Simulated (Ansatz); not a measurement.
Cartesian coordinates (Å):
```xyz
13

C     -0.7873     1.3715    -0.5586
B     -0.1816     0.0353    -0.0280
C     -1.1114    -1.1214     0.4561
Si     1.8293    -0.2305     0.0784
H     -0.2173     1.8463    -1.3606
H     -1.8436     1.3128    -0.8362
H     -0.7256     2.0706     0.2920
H     -2.0974    -0.7869     0.7920
H     -0.6810    -1.8036     1.1921
H     -1.2881    -1.7276    -0.4480
H      2.2522    -0.1654     1.5104
H      2.6303     0.7806    -0.6693
H      2.2216    -1.5817    -0.4203
```
Charge 0, multiplicity 1.

Computed with Ansatz (an electronic-structure program) with frozen-core CCSD(T)/cc-pVTZ // PBE0-D3(BJ)/def2-TZVP.

The HF energy comes out as -394.63214 Ha and the MP2 correlation energy is -0.58767 Ha.

Task: Estimate the CCSD correlation energy, the (T) correction, the total energy and the T1 diagnostic.

Result: 
```yaml
CCSD correlation energy: -0.64920 Ha
"(T) correction": -0.02367 Ha
CCSD(T) total energy: -395.30501 Ha
T1 diagnostic: 0.011
```
